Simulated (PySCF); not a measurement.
H$_{3}$O$_{3}$Si (SMILES O[Si](O)O), doublet, at a GFN2-xTB geometry; DF-SVWN5/6-311++G** run with PySCF.

Input for PySCF:
```python
from pyscf import gto, scf, dft
import numpy

mol = gto.M(
    atom='''
O    -0.84317475   -0.87603590   -0.91455838
Si   -0.16941596   -0.08038194    0.34291190
O    -0.28508537    1.51773913   -0.03316397
O     1.37066024   -0.57947772    0.49097699
H    -1.58178239   -0.47345656   -1.36288875
H     0.23413609    2.15205276    0.45211068
H     1.78026866   -1.05105329   -0.23602572
''',
    basis='6-311++g**',
    spin=1,
    verbose=4,
    cart=True,
)
print('smallest overlap eigenvalue', numpy.linalg.eigvalsh(mol.intor('int1e_ovlp'))[0])

mf = dft.UKS(mol)
mf.xc = 'lda,vwn'
mf = mf.density_fit(auxbasis='def2-universal-jkfit')
mf.kernel()
```

What does PySCF print? Leave out banner, timings and long lists.


```
PySCF version 2.14.0

[INPUT] verbose = 4
[INPUT] num. atoms = 7
[INPUT] num. electrons = 41
[INPUT] charge = 0
[INPUT] spin (= nelec alpha-beta = 2S) = 1
[INPUT] symmetry False subgroup None
[INPUT] Mole.unit = angstrom
[INPUT] Cartesian GTO integrals (6d 10f)
[INPUT] Symbol           X                Y                Z      unit          X                Y                Z       unit  Magmom
[INPUT]  1 O     -0.843174750000  -0.876035900000  -0.914558380000 AA   -1.593369352649  -1.655467926287  -1.728264863126 Bohr   0.0
[INPUT]  2 Si    -0.169415960000  -0.080381940000   0.342911900000 AA   -0.320149765530  -0.151899851961   0.648009575854 Bohr   0.0
[INPUT]  3 O     -0.285085370000   1.517739130000  -0.033163970000 AA   -0.538733271420   2.868111284236  -0.062670820503 Bohr   0.0
[INPUT]  4 O      1.370660240000  -0.579477720000   0.490976990000 AA    2.590172463431  -1.095054186087   0.927812044563 Bohr   0.0
[INPUT]  5 H     -1.581782390000  -0.473456560000  -1.362888750000 AA   -2.989135505760  -0.894703230279  -2.575486475751 Bohr   0.0
[INPUT]  6 H      0.234136090000   2.152052760000   0.452110680000 AA    0.442453085977   4.066790322014   0.854365363191 Bohr   0.0
[INPUT]  7 H      1.780268660000  -1.051053290000  -0.236025720000 AA    3.364220195546  -1.986202860423  -0.446023969153 Bohr   0.0

nuclear repulsion = 178.826780749353
number of shells = 59
number of NR pGTOs = 185
number of NR cGTOs = 121
basis = 6-311++g**
ecp = {}
smallest overlap eigenvalue 0.0008015664205168213

******** <class 'pyscf.df.df_jk.DFUKS'> ********
method = DFUKS
initial guess = minao
damping factor = 0
level_shift factor = 0
DIIS = <class 'pyscf.scf.diis.CDIIS'>
diis_start_cycle = 1
diis_space = 8
diis_damp = 0
SCF conv_tol = 1e-09
SCF conv_tol_grad = None
SCF max_cycles = 50
direct_scf = False
number electrons alpha = 21  beta = 20
XC library pyscf.dft.libxc version 7.1.2
    S. Lehtola, C. Steigemann, M. J. T. Oliveira, and M. A. L. Marques,  SoftwareX 7, 1–5 (2018)
XC functionals = lda,vwn
    P. A. M. Dirac,  Math. Proc. Cambridge Philos. Soc. 26, 376 (1930)
    F. Bloch,  Z. Phys. 57, 545 (1929)
    S. H. Vosko, L. Wilk, and M. Nusair,  Can. J. Phys. 58, 1200 (1980)
radial grids:
    Treutler-Ahlrichs [JCP 102, 346 (1995); DOI:10.1063/1.469408] (M4) radial grids

becke partition: Becke, JCP 88, 2547 (1988); DOI:10.1063/1.454033
pruning grids: <function nwchem_prune>
grids dens level: 3
symmetrized grids: False
atomic radii adjust function: <function treutler_atomic_radii_adjust>
small_rho_cutoff = 0
Set gradient conv threshold to 3.16228e-05
tot grids = 90856
init E= -514.794248819307

cycle= 1 E= -514.059385627544  delta_E= 0.735  |g|= 0.994  |ddm|= 2.06
cycle= 2 E= -512.606250427072  delta_E= 1.45  |g|= 2.14  |ddm|= 2.99
cycle= 3 E= -514.381638709377  delta_E= -1.78  |g|= 0.125  |ddm|= 2.56
cycle= 4 E= -514.386002107758  delta_E= -0.00436  |g|= 0.095  |ddm|= 0.313
cycle= 5 E= -514.38898033475  delta_E= -0.00298  |g|= 0.0384  |ddm|= 0.0988
cycle= 6 E= -514.389484707685  delta_E= -0.000504  |g|= 0.00725  |ddm|= 0.0361
cycle= 7 E= -514.389504834226  delta_E= -2.01e-05  |g|= 0.00189  |ddm|= 0.00965
cycle= 8 E= -514.389505036063  delta_E= -2.02e-07  |g|= 0.00172  |ddm|= 0.00258
cycle= 9 E= -514.389506060193  delta_E= -1.02e-06  |g|= 7.56e-05  |ddm|= 0.00129
cycle= 10 E= -514.389506062545  delta_E= -2.35e-09  |g|= 2.57e-05  |ddm|= 0.000118
cycle= 11 E= -514.389506062878  delta_E= -3.33e-10  |g|= 4.87e-06  |ddm|= 3.89e-05
Extra cycle  E= -514.389506062853  delta_E= 2.46e-11  |g|= 4.91e-06  |ddm|= 1.44e-05
converged SCF energy = -514.389506062853  <S^2> = 0.75093517  2S+1 = 2.0009349
```
